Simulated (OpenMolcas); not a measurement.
**V3+: ligand-field states by method**

V3+ with 4 ligands (chloride) in tetrahedral coordination (Td) at 2.27 Å. A charge of +0.25 e stands 2.4 Å behind each ligand. Ligand basis ANO-RCC-VDZP.
```
V     0.0000    0.0000    0.0000
Cl    1.3106    1.3106    1.3106
Cl    1.3106   -1.3106   -1.3106
Cl   -1.3106    1.3106   -1.3106
Cl   -1.3106   -1.3106    1.3106
```

```json
{
  "Program": "OpenMolcas 26.06",
  "Basis": "ANO-RCC-VTZP [6s5p3d2f1g]",
  "Scalar Hamiltonian": "DKH2, point nucleus",
  "Active space": "2 electrons in 5 orbitals (3d)",
  "State averaging": "2S+1 = 3 even, 10 roots; 2S+1 = 1 even, 15 roots",
  "Spin-orbit coupling": "state interaction with AMFI integrals over the reference wave functions"
}
```

I. CASSCF
II. SS-CASPT2, IPEA 0.25 Eh, imaginary shift 0.1 Eh (closed shells correlated: 3s 3p and the ligand valence shells)

Spin-free states (labels of Td) in cm-1, each column counted from its own energy of the first state listed:

| State | Degeneracy | I | II |
| --- | --- | --- | --- |
| 3A2 | 1 | 0 | 0 |
| 3T2 | 3 | 5437 | 4930 |
| 3T1 | 3 | 9328 | 9590 |
| 1E | 2 | 13801 | 8910 |
| 1T2 | 3 | 18468 | 13410 |
| 3T1 | 3 | 20574 | 17440 |
| 1A1 | 1 | 21571 | 15600 |
| 1T1 | 3 | 22983 | 17530 |
| 1E | 2 | 25821 | 22430 |
| 1T2 | 3 | 27041 | 23220 |
| 1A1 | 1 | 50262 | 38870 |

From I to II, I's first state of the same spin (3T2) moves from 5437 to 4930 cm-1, by about -500 cm-1.

From I to II, I's first state of another spin (1E) moves from 13801 to 8910 cm-1, by about -4900 cm-1.

χT at 300 K: I 0.98, II 0.97 cm3 K/mol.

Roots that are degenerate in the reference are averaged as groups; the widest CASPT2 spread within a group is 710 cm-1 (the 3-fold group of multiplicity 3 near 9590 cm-1 above the lowest state of its run, II). Shifts and gaps below about the spread of the groups concerned are not significant. Over all roots computed the reference weight is 0.71 to 0.73 in II; a low but even weight reflects the number of correlated electrons. Ligand-to-metal charge-transfer states are missing. With no ligand orbital active B as a rule stays too high, so bands that hang on it stand too high and its fall with covalency is understated. Without dynamic correlation the repulsion within the d shell is too large (B by tens of per cent), so at a given field states of lower spin stand too high (holds for I). With metal d orbitals alone and no dynamic correlation the field as a rule comes out too small, by tens of per cent, by up to half for chloride and softer ligands (holds for I). These CASPT2 states fit no ligand-field parameters well, so their order and spin gaps are uncertain (holds for II). With one d shell and no ligand orbital active, 10Dq can be off by a tenth or more (holds for II). No measured value stands beside these numbers; the geometry was imposed, not optimised, and the real ion may take another.
